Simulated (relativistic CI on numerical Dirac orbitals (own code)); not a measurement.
# Spin-allowed bands of a d2 ion in an octahedral site, by hand

Problem. Take Δ = 18800 cm⁻¹ and B = 740 cm⁻¹ for a d2 ion in an octahedral site. Calculate the three spin-allowed bands.

Working.
1. The terms of highest spin are 3F (energy 0) and 3P (15B = 11100 cm⁻¹). Here the F term splits into A2 at +1.2Δ = 22560, T2 at +0.2Δ = 3760 and T1 at −0.6Δ = -11280 cm⁻¹.
2. The two T1 states mix through the element 0.4Δ: H = [[-11280, 7520], [7520, 11100]], with roots ½(H₁₁ + H₂₂) ∓ ½√[(H₂₂ − H₁₁)² + 4H₁₂²] = ½(-180) ∓ ½(26964) = -13572 and 13392 cm⁻¹.
3. The ground term is 3T1 at -13572 cm⁻¹.
4. Bands: 3T2 17332 cm⁻¹ (577 nm), 3T1(P) 26964 cm⁻¹ (371 nm), 3A2 36132 cm⁻¹ (277 nm).

Check. Exact diagonalisation of the whole d2 shell with these parameters gives 3T2 17332, 3T1 26964, 3A2 36132 cm⁻¹. The match is exact, since without spin-orbit coupling no other term has this spin. The ratio of the second band to the first, 1.556, depends on Δ/B = 25.4 alone, which is how a Tanabe-Sugano diagram is read.
